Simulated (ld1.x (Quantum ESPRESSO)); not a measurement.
Configuration tests for F (Z = 9) (PAW)

- Element: F (Z = 9)
- Generator: ld1.x (Quantum ESPRESSO) 7.5
- Type: PAW
- Functional: PBE
- Relativity: scalar-relativistic
- Frozen core: [He]
- Valence charge: 7
- Reference configuration: 2s2 2p5
- Partial waves: 2s (bound): rcut 0.55, rcutus 0.60 bohr; 2s channel at -1.85 Ry: rcut 0.55, rcutus 0.60 bohr; 2p (bound): rcut 0.75, rcutus 0.90 bohr; 2p channel at -0.2 Ry: rcut 0.75, rcutus 0.90 bohr; 3d channel at 0.15 Ry: rcut 0.60, rcutus 0.75 bohr; 3d channel at 2.45 Ry: rcut 0.60, rcutus 0.75 bohr
- Local potential: all-electron potential smoothed inside 0.80 bohr (lloc = -2)
- Core correction: a·sin(br)/r model core, default radius (ld1.x builds one for every PAW set, though the input has nlcc=.false.)
- Augmentation charge: BESSEL, radius 0.50 bohr

Energies are relative to the spin-unpolarised reference configuration 2s2 2p5; without spin polarisation the order of configurations can differ from experiment.

| valence configuration | charge | ΔE all-electron (eV) | error AE − PS (meV) |
| --- | --- | --- | --- |
| 2s2 2p3 | +2 | 57.775 | +0.5 |
| 2s2 2p2 | +3 | 118.413 | +3.4 |
| 2s2 2p1 | +4 | 204.215 | +7.4 |
| 2s2 2p4.5 | +0.5 | 7.543 | -0.5 |
| 2s2 2p5.3 | -0.3 | -2.670 | +0.4 |
| 2s1 2p6 | 0 | 18.814 | -0.7 |

Q: What are ΔE and the potential's error for 2s2 2p4?

A: ΔE = 19.390 eV all-electron; the error (AE − PS) is -0.7 meV.

Levels in the configuration 2s2 2p4.5:

| level | all-electron (eV) | pseudo (eV) |
| --- | --- | --- |
| 2s | -38.207 | -38.207 |
| 2p | -19.232 | -19.232 |

The ghost test of this file was not conclusive.
